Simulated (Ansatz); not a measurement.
GaH5O4, SMILES `[OH][Ga-]([OH])([OH])[OH2+]`. Total charge 0; spin multiplicity 1.

```xyz
10

O    -0.3301   -1.6704   -0.6203
Ga    0.3577   -0.0389   -0.2840
O     1.1371    0.2329    1.3292
O     0.7648    0.9949   -1.6831
O    -1.4365    0.6462    0.5785
H    -0.2806   -1.9199   -1.5446
H     1.5997   -0.5321    1.6741
H     1.3267    1.7357   -1.4487
H    -1.1286    0.6795    1.4967
H    -2.0101   -0.1278    0.5022
```

List the harmonic frequencies (cm⁻¹, unscaled) at PBE0-D4/def2-TZVP in Ansatz. (An estimate is asked.)

Ansatz gave: 77, 112, 155, 170, 207, 241, 265, 271, 317, 352, 603, 636, 658, 695, 710, 808, 833, 851, 1623, 3745, 3848, 3910, 3913, 3920.

Is this a minimum?

Yes, all 24 modes are real.

Give the ideal-gas thermochemistry at 298.15 K and 1 bar (rigid rotor, harmonic oscillator; point group C1, symmetry number 1).

Zero-point energy 173.0 kJ/mol; H(298) − E = 199.5 kJ/mol; entropy 383.7 J/(mol·K), of which translation 170.4, rotation 112.3, vibration 101.0; G(298) − E = 85.1 kJ/mol. Modes under 100 cm⁻¹ are hindered rotations or soft bends, so the harmonic entropy is rough.

Rotational constants (cm⁻¹)?

0.1131, 0.1023, 0.09058.
